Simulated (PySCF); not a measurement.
PySCF 2.14 output of a UHF calculation on a single atom or ion in aug-cc-pVDZ, with the non-relativistic Hamiltonian (point nucleus):

```
SCF conv_tol = 1e-09
number electrons alpha = 14  beta = 11
cycle= 1 E= -1380.60581615516  delta_E= -0.0067  |g|= 0.0274  |ddm|= 0.0424
cycle= 2 E= -1380.60594031185  delta_E= -0.000124  |g|= 0.00404  |ddm|= 0.00593
cycle= 3 E= -1380.60594366552  delta_E= -3.35e-06  |g|= 0.000802  |ddm|= 0.00395
cycle= 4 E= -1380.60594385045  delta_E= -1.85e-07  |g|= 0.000291  |ddm|= 0.00146
cycle= 5 E= -1380.60594390539  delta_E= -5.49e-08  |g|= 3.74e-05  |ddm|= 0.000608
cycle= 6 E= -1380.60594390606  delta_E= -6.7e-10  |g|= 5.12e-06  |ddm|= 0.00014
converged SCF energy = -1380.60594390606  <S^2> = 3.7536314  2S+1 = 4.0018153
```

The run itself started from symmetry-adapted Hartree-Fock orbitals and held the occupation by maximum overlap, so the iterations belong to that start.

Which element, charge and spin multiplicity is this?

Co(2+) (cobalt, charge +2), multiplicity 4; the state was [Ar] 3d7, high-spin 4F determinant.
